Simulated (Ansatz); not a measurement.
C$_{2}$H$_{9}$NSSi, SMILES `CNC([SiH3])S` at its PBE0-D4/def2-TZVP geometry, where that method's forces vanish. The species carries charge 0 and has multiplicity 1.

```xyz
14

C     0.9859    0.2672   -1.6065
N     0.8255   -0.5769   -0.4397
C    -0.5106   -0.5313    0.1235
Si   -0.7852    0.9947    1.2148
S    -0.8517   -1.9954    1.1282
H     0.2574    0.0576   -2.4069
H     1.9906    0.1354   -2.0110
H     0.8785    1.3177   -1.3274
H     1.0491   -1.5394   -0.6663
H    -1.3043   -0.5787   -0.6446
H    -2.2241    1.0875    1.5695
H     0.0392    0.8382    2.4405
H    -0.3848    2.2512    0.5222
H     0.0346   -1.7278    2.1036
```

(1) What forces (eV/Å) does B3LYP-D4/def2-TZVPP give on these atoms in the Gaussian-basis code of Ansatz? (Best estimate.)

Results:

(1) Computed: 
```
C1   0.110  0.210 -0.237
N2   0.131 -0.170  0.029
C3  -0.252  0.169 -0.037
Si4 -0.022  0.187  0.089
S5  -0.049 -0.283  0.176
H6   0.029  0.011  0.028
H7  -0.053  0.010  0.006
H8   0.010 -0.063 -0.037
H9   0.040  0.020  0.008
H10  0.059  0.009  0.027
H11  0.096 -0.001 -0.021
H12 -0.060  0.017 -0.083
H13 -0.028 -0.083  0.049
H14 -0.011 -0.031  0.002
```

B3LYP here is the variant with VWN-RPA as its local correlation; programs differ in this.
